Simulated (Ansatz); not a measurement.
The cluster Ga₃P₂⁺. Charge 1, multiplicity 3. Geometry PBE0-D4/def2-SVP, that of the neutral doublet.

```xyz
5

Ga    0.503   -0.869    1.796
Ga   -1.293    0.979    0.769
Ga   -1.040   -0.103   -1.773
P     0.926    1.040   -0.177
P     0.904   -1.047   -0.615
```

At PBE0-D4/def2-TZVP a singlet of charge 1 lies 0.18 eV below the triplet at the same geometry. The structure comes from a short search, and lower isomers may exist.

(1) Estimate the α-spin orbital energies around the gap (eV) in Ansatz with PBE-D4/def2-TZVP, r2SCAN-D4/def2-TZVP, PBE0-D4/def2-TZVP.

## Answers

(1) 
```json
{"orbital": "HOMO−5", "PBE-D4/def2-TZVP": "-12.36", "r2SCAN-D4/def2-TZVP": "-12.61", "PBE0-D4/def2-TZVP": "-13.33"}
{"orbital": "HOMO−4", "PBE-D4/def2-TZVP": "-12.01", "r2SCAN-D4/def2-TZVP": "-12.33", "PBE0-D4/def2-TZVP": "-12.95"}
{"orbital": "HOMO−3", "PBE-D4/def2-TZVP": "-11.17", "r2SCAN-D4/def2-TZVP": "-11.46", "PBE0-D4/def2-TZVP": "-12.10"}
{"orbital": "HOMO−2", "PBE-D4/def2-TZVP": "-10.86", "r2SCAN-D4/def2-TZVP": "-11.29", "PBE0-D4/def2-TZVP": "-11.83"}
{"orbital": "HOMO−1", "PBE-D4/def2-TZVP": "-10.56", "r2SCAN-D4/def2-TZVP": "-10.78", "PBE0-D4/def2-TZVP": "-11.33"}
{"orbital": "HOMO", "PBE-D4/def2-TZVP": "-9.82", "r2SCAN-D4/def2-TZVP": "-10.11", "PBE0-D4/def2-TZVP": "-10.65"}
{"orbital": "LUMO", "PBE-D4/def2-TZVP": "-7.90", "r2SCAN-D4/def2-TZVP": "-7.96", "PBE0-D4/def2-TZVP": "-7.30"}
{"orbital": "LUMO+1", "PBE-D4/def2-TZVP": "-7.87", "r2SCAN-D4/def2-TZVP": "-7.81", "PBE0-D4/def2-TZVP": "-7.17"}
{"orbital": "LUMO+2", "PBE-D4/def2-TZVP": "-6.47", "r2SCAN-D4/def2-TZVP": "-6.38", "PBE0-D4/def2-TZVP": "-5.76"}
{"orbital": "LUMO+3", "PBE-D4/def2-TZVP": "-6.02", "r2SCAN-D4/def2-TZVP": "-5.95", "PBE0-D4/def2-TZVP": "-5.30"}
{"orbital": "LUMO+4", "PBE-D4/def2-TZVP": "-5.61", "r2SCAN-D4/def2-TZVP": "-5.43", "PBE0-D4/def2-TZVP": "-4.90"}
{"orbital": "LUMO+5", "PBE-D4/def2-TZVP": "-5.37", "r2SCAN-D4/def2-TZVP": "-5.14", "PBE0-D4/def2-TZVP": "-4.51"}
{"orbital": "β HOMO", "PBE-D4/def2-TZVP": "-10.38", "r2SCAN-D4/def2-TZVP": "-10.63", "PBE0-D4/def2-TZVP": "-11.13"}
{"orbital": "β LUMO", "PBE-D4/def2-TZVP": "-9.90", "r2SCAN-D4/def2-TZVP": "-9.80", "PBE0-D4/def2-TZVP": "-9.11"}
```
